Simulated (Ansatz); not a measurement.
Relaxation of a periodic cell of 17 atoms, LiBe16 (host Be, host structure hcp, interstitial Li), to a largest force component of 0.08 eV/Å in at most 25 steps.

Method: Ansatz 0.2.0, DFT PBEsol, scalar-relativistic, plane waves, PAW. Settings: cutoff 420 eV, k mesh 3x3x2, fermi-dirac smearing 0.05 eV, no spin polarisation.

```xyz
17
Lattice="-2.2900 -3.9664 0.0000 3.4350 -1.9832 0.0000 0.0000 0.0000 7.1769" Properties=species:S:1:pos:R:3
Be 0.000 -3.966 0.000
Be 0.000 -2.644 1.794
Be 0.000 -3.966 3.588
Be 0.000 -2.644 5.383
Be -1.145 -1.983 0.000
Be 2.290 -2.644 1.794
Be -1.145 -1.983 3.588
Be 2.290 -2.644 5.383
Be 1.145 -1.983 0.000
Be 1.145 -0.661 1.794
Be 1.145 -1.983 3.588
Be 1.145 -0.661 5.383
Be 0.000 0.000 0.000
Be 1.145 -4.627 1.794
Be 0.000 0.000 3.588
Be 1.145 -4.627 5.383
Li 2.351 -1.339 0.883
```

Question: Where does it end, and by what steps?

Answer: It converged. The threshold is loose, so the end isn't yet a minimum. Limits of this set-up: coarse k mesh. After 15 steps the energy has fallen by 4.639 eV; Be14 moved furthest, 1.24 Å.

```
step  energy less start (eV)  largest force component (eV/Å)  accepted
   0                  0.0000                           3.895       yes
   1                 -1.9620                           2.628       yes
   2                 -3.6279                           0.599       yes
   3                 -3.7247                           0.678       yes
   4                 -3.9401                           0.375       yes
   5                 -4.0339                           0.293       yes
   6                 -4.1534                           0.590       yes
   7                 -4.2851                           0.488       yes
   8                 -4.4626                           0.247       yes
   9                 -4.5368                           0.252       yes
  10                 -4.6166                           0.157       yes
  11                 -4.5908                           0.213        no
  12                 -4.6315                           0.144       yes
  13                 -4.6329                           0.081       yes
  14                 -4.6382                           0.091       yes
  15                 -4.6388                           0.015       yes
```

```xyz
17
Lattice="-2.2900 -3.9664 0.0000 3.4350 -1.9832 0.0000 0.0000 0.0000 7.1769" Properties=species:S:1:pos:R:3
Be -0.276 -3.859 -0.120
Be 0.628 -2.837 1.416
Be -0.205 -3.916 3.608
Be -0.165 -2.594 5.325
Be -1.356 -1.905 0.100
Be 2.423 -2.910 1.966
Be -1.420 -1.950 3.744
Be 2.159 -2.632 5.326
Be 1.092 -1.899 -0.271
Be 0.860 -0.832 1.572
Be 0.933 -1.981 3.379
Be 0.987 -0.639 5.279
Be -0.127 -0.039 -0.125
Be 2.329 -4.919 2.031
Be -0.085 0.030 3.583
Be 0.959 -4.608 5.404
Li 2.775 -0.870 1.725
```

Run time: 51 s on 1 thread of Arm Neoverse V2, with other jobs on the host, peak memory 0.33 GiB.
